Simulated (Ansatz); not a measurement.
Basis-set series for F2HO2Si, SMILES `[O][Si](O)(F)F` radical. Total charge 0; spin multiplicity 2. The geometry is a stationary point of PBE0-D4/def2-TZVP. It is one conformer, not always the lowest.

```xyz
6

O     1.4323    0.3215    0.8846
Si    0.2739    0.0327   -0.2537
O    -0.9842   -0.6297    0.5007
F     0.7357   -0.9749   -1.3631
F    -0.0393    1.3967   -0.9743
H    -1.4185   -0.1463    1.2057
```

```json
{"functional": "PBE0-D4", "basis": "def2-SVP", "functions": "79", "energy (Eh)": "-639.51919", "HOMO (eV)": "-9.81", "LUMO (eV)": "-5.23"}
{"functional": "PBE0-D4", "basis": "def2-QZVPP", "functions": "328", "energy (Eh)": "-640.11830", "HOMO (eV)": "-10.11", "LUMO (eV)": "-5.47"}
{"functional": "ωB97M-V", "basis": "def2-SVP", "functions": "79", "energy (Eh)": "-639.88096", "HOMO (eV)": "-12.30", "LUMO (eV)": "-2.90"}
{"functional": "ωB97M-V", "basis": "def2-QZVPP", "functions": "328", "energy (Eh)": "-640.48590", "HOMO (eV)": "-12.63", "LUMO (eV)": "-3.25"}
```

Q: Give the rows for def2-TZVPP. (An estimate is asked.)

A: Computed: 
```tsv
functional	basis	functions	energy (Eh)	HOMO (eV)	LUMO (eV)
PBE0-D4	def2-TZVPP	180	-640.08772	-10.05	-5.43
ωB97M-V	def2-TZVPP	180	-640.45733	-12.57	-3.18
```

HOMO and LUMO are taken over both spins.
